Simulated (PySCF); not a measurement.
# C₆ coefficients of unlike pairs at r2SCAN0

Calculated with PySCF 2.14 from the dipole response of each species, C₆(A,B) = (3/π) ∫ α_A(iu) α_B(iu) du, in atomic units, from isotropic polarisabilities. For ions this is the dispersion term alone; charge-induced terms of lower order in 1/R come first.

```
species      configuration                                                                 basis      relativity  α (bohr³)  C₆ (like pair)
    Ti⁺  [Ar] 3d2 4s1 (4F)                                              def2-TZVPPD (6s6p4d2f1g)            none      51.09           332.8
   La³⁺          [Xe] (1S)  def2-TZVPPD with the def2 core potential (46 electrons) (6s5p3d2f1g)  core potential      7.571           46.55
   Fe³⁺      [Ar] 3d5 (6S)                                               dyall-av2z (16s12p7d2f)            none      1.688           4.010
   Cl²⁺  [Ne] 3s2 3p3 (4S)                                        aug-cc-pV(5+d)Z (8s7p6d4f3g2h)            none      5.884           21.31
```

**Question.** Estimate C₆ for Cl²⁺ with La³⁺.

**Answer.** The integral gives 31.26. The combination rule 2 C_A C_B / (C_A α_B/α_A + C_B α_A/α_B) gives 31.20 and the geometric mean 31.50.

No spin-orbit coupling is included.

The other pairs:

```
      pair     C₆
 Fe³⁺, Ti⁺  23.33
Cl²⁺, Fe³⁺  8.452
Fe³⁺, La³⁺  12.92
 Cl²⁺, Ti⁺  68.65
 La³⁺, Ti⁺  94.66
```
